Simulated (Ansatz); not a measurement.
CH4Si, SMILES `C[SiH]` (charge 0, multiplicity 1).

Level of theory: BLYP/cc-pVTZ // B3LYP-D3(BJ)/def2-TZVP in Ansatz (a quantum-chemistry and plane-wave program).

Ansatz 0.2 input:
```yaml
crystal:
  periodic: [false, false, false]
  atoms:
    - { symbol: C, position_ang: [-0.523416, -0.078001, -0.042274] }
    - { symbol: Si, position_ang: [1.250238, -0.729214, -0.255606] }
    - { symbol: H, position_ang: [-1.289453, -0.793961, -0.339489] }
    - { symbol: H, position_ang: [-0.654839, 0.84369, -0.622238] }
    - { symbol: H, position_ang: [-0.690463, 0.20558, 1.004218] }
    - { symbol: H, position_ang: [1.907932, 0.551903, 0.255388] }
basis:
  gaussian: { orbitals: cc-pVTZ }
hamiltonian:
  xc: blyp
```

Output:

```
Functional definition: BLYP
679 factors; their error is unknown
mean field evaluation 1: about -8968.2840 eV, gradient 6.5e1 eV
mean field evaluation 2: about -8942.3665 eV, gradient 1.0e2 eV
mean field evaluation 4: about -8977.9473 eV, gradient 5.0e0 eV
mean field evaluation 8: about -8978.0506 eV, gradient 4.5e-2 eV
mean field evaluation 16: about -8978.0214 eV, gradient 5.6e-5 eV
mean field -8978.02142145 eV, -329.9362017168 hartree, gradient 5.6e-5 eV, S^2 0.000000; 0 other end points of the search recorded, 0 dependent functions left out
reference -8978.02170966 eV, -329.9362123082 hartree; 12, 12 occupied and 108, 108 virtual orbitals, 679 factors
Total energy: -8978.02170966 eV, -329.9362123082 hartree
```
